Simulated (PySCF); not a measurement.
**Ga: excitation energy**

Ga [Ar] 3d10 4s2 4p1 (2P) → Ga [Ar] 3d10 4s1 4p1 5s1 (4P), as a difference of total energies. Calculation: PySCF 2.14, in aug-cc-pVTZ-PP with ECP10MDF (6s5p4d2f, 55 functions); scalar relativity through the core potential. Correlated levels: valence: 3s2 3p6 3d10 frozen. The calculations carry no spin-orbit coupling.

| method | excitation energy (cm⁻¹) |
| --- | --- |
| UHF | 58593 |
| LDA | 74610 |
| PBE | 71933 |
| PBE0 | 69972 |
| r2SCAN | 71026 |
| r2SCANh | 70476 |
| wB97X-V | 71697 |
| M06-2X | 71455 |
| BP86 | 72829 |
| MP2 (valence) | 64835 |
| SCS-MP2 (valence) | 66732 |

The upper state lies above the first ionisation limit, but in LS coupling its spin forbids autoionisation to the ground ion. A Rydberg-like electron needs more diffuse functions than a valence basis has.

The promoted electron is Rydberg-like, and one or two diffuse shells describe it only roughly, which tends to raise the upper state.
